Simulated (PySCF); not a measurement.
Compound: C5H11B.
Geometry (PBE0-D3(BJ)/def2-SVP, Å), atoms numbered from 1 in this order:
```
atom  x, y, z in Å
C1     2.608   -0.115   -0.150
C2     1.143    0.068   -0.509
B3     0.319    1.304   -0.004
C4    -1.156    0.826    0.224
C5    -1.208   -0.580   -0.392
C6     0.213   -1.128   -0.247
H7     3.060   -0.972   -0.676
H8     3.200    0.780   -0.395
H9     2.726   -0.299    0.930
H10    1.071    0.294   -1.605
H11    0.751    2.422    0.167
H12   -1.977    1.505   -0.053
H13   -1.202    0.750    1.334
H14   -1.462   -0.499   -1.464
H15   -1.968   -1.237    0.060
H16    0.372   -1.480    0.790
H17    0.412   -1.991   -0.904
```

Theory: delta-SCF UKS SCAN, pcX-2 on the ionised atom, pcseg-1 elsewhere, spin-free X2C (PySCF). The ground state was rerun for each ionised atom, in the same mixed basis as its hole state.

```json
{"ionised atom": "B3", "basis functions": "170", "E(ionised) (Eh)": "-214.75239", "binding energy (eV)": "195.377"}
{"ionised atom": "C1", "basis functions": "170", "E(ionised) (Eh)": "-211.26464", "binding energy (eV)": "290.441"}
{"ionised atom": "C2", "basis functions": "170", "E(ionised) (Eh)": "-211.28531", "binding energy (eV)": "289.911"}
{"ionised atom": "C4", "basis functions": "170", "E(ionised) (Eh)": "-211.28541", "binding energy (eV)": "289.902"}
{"ionised atom": "C5", "basis functions": "170", "E(ionised) (Eh)": "-211.27006", "binding energy (eV)": "290.335"}
{"ionised atom": "C6", "basis functions": "170", "E(ionised) (Eh)": "-211.27320", "binding energy (eV)": "290.245"}
```

Task: Fill in the total energy of each ground state.

Result: With binding energy = E(ionised) − E(ground) and 27.2114 eV a hartree:

| atom | binding energy (Eh) | E(ground) (Eh) |
| --- | --- | --- |
| B3 | 7.1800 | -221.9324 |
| C1 | 10.6735 | -221.9382 |
| C2 | 10.6540 | -221.9394 |
| C4 | 10.6537 | -221.9391 |
| C5 | 10.6696 | -221.9397 |
| C6 | 10.6663 | -221.9395 |

Task: How much do the ground-state energies differ, and what would follow from using one of them for all holes?

Result: They run from -221.9397 Eh (core basis on C5) to -221.9324 Eh (on B3), 0.0073 Eh or 0.20 eV apart, though the state is the same; only basis and grid differ. Pairing the ion of B3 with the ground state of C5 would put its binding energy 0.20 eV too high.

The listed C 1s values span 0.54 eV, from C4 (bonded to C, 2 H and B) to C1 (bonded to C and 3 H). The widest gap between neighbouring values is 0.33 eV, between 289.91 and 290.24 eV. Summing the Pauling electronegativity differences to the bonded atoms, each weighted by its formal bond order, gives -1.21 for the lowest site and -1.05 for the highest; the largest sum, -0.70, belongs to C5, 0.10 eV below the top. The values 289.90 and 289.91 eV lie too close for their order to be trusted.

Only 1s holes are shown. Isolated species at its PBE0-D3(BJ)/def2-SVP geometry (one conformer only).

Time: 1.8 min; peak memory 0.67 GiB. Hardware: Arm Neoverse N1, one thread, shared host with 64 logical CPUs at a one-minute load of 62.
